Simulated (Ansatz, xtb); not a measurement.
## CH7SbSi: which of two isomers lies lower

We compare I, `[SiH3][CH2][SbH2]`, a singlet, with II, `[CH3][SbH][SiH3]`, a singlet. Both are isolated molecules in the gas phase, relaxed with PBE0-D4/def2-SVP; the shapes shown needn't be the lowest conformers.

I (Å):

| atom | x (Å) | y (Å) | z (Å) |
| --- | --- | --- | --- |
| C | 0.1238 | -1.2280 | 0.7449 |
| Sb | -1.8019 | -1.0483 | -0.2749 |
| Si | 1.1724 | 0.3277 | 0.7408 |
| H | 2.4727 | 0.1148 | 1.4562 |
| H | 1.4754 | 0.7412 | -0.6639 |
| H | 0.4431 | 1.4420 | 1.4207 |
| H | -0.0969 | -1.5469 | 1.7766 |
| H | 0.6584 | -2.0602 | 0.2586 |
| H | -2.1697 | 0.4708 | 0.4408 |
| H | -1.1302 | -0.2630 | -1.6487 |

II (Å):

```yaml
atoms:
  - { symbol: C, position_ang: [1.3208, 0.5758, 1.3434] }
  - { symbol: Sb, position_ang: [1.0515, -1.4557, 0.5887] }
  - { symbol: Si, position_ang: [-1.0309, -0.8147, -0.7921] }
  - { symbol: H, position_ang: [2.0376, 0.5502, 2.1758] }
  - { symbol: H, position_ang: [0.3711, 1.0051, 1.6878] }
  - { symbol: H, position_ang: [1.7355, 1.1974, 0.5375] }
  - { symbol: H, position_ang: [0.0483, -1.9385, 1.8984] }
  - { symbol: H, position_ang: [-1.7606, -2.0419, -1.2375] }
  - { symbol: H, position_ang: [-1.9676, 0.0512, -0.0094] }
  - { symbol: H, position_ang: [-0.5958, -0.0581, -2.0079] }
```

Quicker runs give these differences E(II) − E(I): GFN2-xTB −9.3 kcal/mol; HF/STO-3G −14.3 kcal/mol (at GFN2-xTB geometries); r2SCAN-D4/def2-SVP −7.6 kcal/mol (at GFN2-xTB geometries).

Q: Estimate E(II) − E(I) at the level CCSD(T)/def2-SVP + ΔMP2/def2-TZVPP.

A: Calculated at CCSD(T)/def2-SVP + ΔMP2/def2-TZVPP: E(II) − E(I) = −6.4 kcal/mol, so structure II lies lower.

The same difference at several levels:

| level | geometry | E(II) − E(I) (kcal/mol) | departure from the last row (kcal/mol) | job, with rough time for the two |
| --- | --- | --- | --- | --- |
| GFN2-xTB | GFN2-xTB | −9.3 | −2.9 | optimisation, 0.1 s |
| HF/STO-3G | GFN2-xTB | −14.3 | −7.9 | single point, 0.44 s |
| r2SCAN-D4/def2-SVP | GFN2-xTB | −7.6 | −1.1 | single point, 1.7 s |
| PBE0-D4/def2-SVP | PBE0-D4/def2-SVP | −8.4 | −2.0 | optimisation, 19 s |
| HF/def2-SVP | PBE0-D4/def2-SVP | −6.9 | −0.4 | part of the CCSD(T) run |
| MP2/def2-SVP | PBE0-D4/def2-SVP | −6.3 | +0.2 | part of the CCSD(T) run |
| CCSD(T)/def2-SVP | PBE0-D4/def2-SVP | −6.4 | 0.0 | single point |
| CCSD(T)/def2-SVP + ΔMP2/def2-TZVPP | PBE0-D4/def2-SVP | −6.4 |  | single point, 11 s |

As drawn, II has 1 Sb–Si, 1 C–H in place of 1 C–Si, 1 Sb–H.

None of the levels shown reverses the order. The largest departure from CCSD(T)/def2-SVP + ΔMP2/def2-TZVPP is that of HF/STO-3G, 7.9 kcal/mol. The last row adds to CCSD(T) the change of the MP2 difference between the two basis sets, here 0.0 kcal/mol.

With harmonic frequencies from PBE0-D4/def2-SVP (ideal gas, rigid rotor, one conformer each, 298.15 K, 1 atm): the zero-point term adds +1.7 kcal/mol; ΔH is −4.5 and ΔG −4.9 kcal/mol.

The correlated steps freeze 10 core orbitals; the filled d shell of Sb is correlated, in a basis made for valence electrons. Atoms past krypton carry core potentials in the def2 sets, other sets are all-electron and non-relativistic, and no spin–orbit term is included. Mirror images aren't counted in ΔG. Codes used: Ansatz 0.2.0, xtb 6.7.1; the last row on 2 threads of Intel(R) Xeon(R) 6975P-C (Granite Rapids) on a shared host.
